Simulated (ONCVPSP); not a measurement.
rhodium: one change to an ONCV potential, before and after

ONCVPSP 4.0.1 input, shortened (lines: element, Z, core and valence counts, functional; n l f; lmax; l rc ep ncon nbas qcut; lloc lpopt rc5 dvloc0; l nproj debl; icmod fcfact rcfact), LDA (Perdew-Zunger), fully relativistic:

```
  Rh 45.00    6    4        3      upf
    1    0    2.00
    2    0    2.00
    2    1    6.00
    3    0    2.00
    3    1    6.00
    3    2   10.00
    4    0    2.00
    4    1    6.00
    4    2    7.00
    5    0    2.00
    2
    0    1.30    0.00    4    7    8.70
    1    1.70    0.00    5    8    9.60
    2    2.20    0.00    3    8    6.00
    4    3    1.10    3.00
    0    2    0.50
    1    2    2.00
    2    2    0.40
    3    3.25    1.20
```

Open shells are filled in proportion to 2j + 1.

All-electron outer shells of the reference configuration (LDA (Perdew-Zunger), scalar-relativistic, ld1.x):

```csv
shell,level (eV),outermost node (bohr),outermost maximum (bohr)
3d,-304.85,–,0.29
4s,-86.09,0.47,0.88
4p,-53.92,0.47,0.94
4d,-8.83,0.46,1.14
5s,-5.58,1.18,2.54
```

Change: s: qcut 8.

Cutoffs: the cutoffs (Ha) at which the residual kinetic energy of the hardest occupied pseudo-wave falls to 1 and 0.1 mHa per electron; they do not see the model core or the augmentation charge, which bear on the density cutoff. Errors are all-electron minus pseudo energies relative to the spin-unpolarised reference configuration.

Task: Predict the effect on cutoff, ghosts and configuration errors.

Result: The potential gets neither clearly harder nor softer (31 Ha and 36 Ha → 29 Ha and 44 Ha); the errors of the 4 common tests hardly move; neither file shows a bound ghost.

| quantity | base | changed |
| --- | --- | --- |
| cutoff, loose | 31 Ha | 29 Ha |
| cutoff, tight | 36 Ha | 44 Ha |
| loose cutoff by channel | s 31 Ha, p 28 Ha, d 15 Ha | s 29 Ha, p 28 Ha, d 15 Ha |
| bound ghosts | none | none |
| GHOST(+) flags under 300 eV | d5/2 at 9.5 eV, d3/2 at 35.7 eV | d5/2 at 9.5 eV, d3/2 at 35.7 eV |
| error for 4s2 4p6 4d8 5s1, meV [ΔE -2.38 eV] | +44 | +44 |
| error for 4s2 4p6 4d8 5s0, meV [ΔE 5.41 eV] | +79 | +78 |
| error for 4s2 4p6 4d7 5s0, meV [ΔE 25.18 eV] | +6.5 | +6.0 |
| error for 4s2 4p6 4d7 5s1 5p1, meV [ΔE 4.23 eV] | +0.6 | +0.5 |
| s: phases at 1.32 bohr within 0.05 rad from the reference energy up to (Ha; the scan ends near 5) | to the end of the scan | to the end of the scan |
| p3/2: phases at 1.72 bohr within 0.05 rad from the reference energy up to (Ha; the scan ends near 5) | to the end of the scan | to the end of the scan |
| p1/2: phases at 1.72 bohr within 0.05 rad from the reference energy up to (Ha; the scan ends near 5) | to the end of the scan | to the end of the scan |
| d5/2: phases at 2.23 bohr within 0.05 rad from the reference energy up to (Ha; the scan ends near 5) | 0.3 | 0.3 |
| d3/2: phases at 2.23 bohr within 0.05 rad from the reference energy up to (Ha; the scan ends near 5) | 0.8 | 0.8 |
| rms error of d²Exc/dni dnj with the model core, mHa | 5.94 | 5.85 |
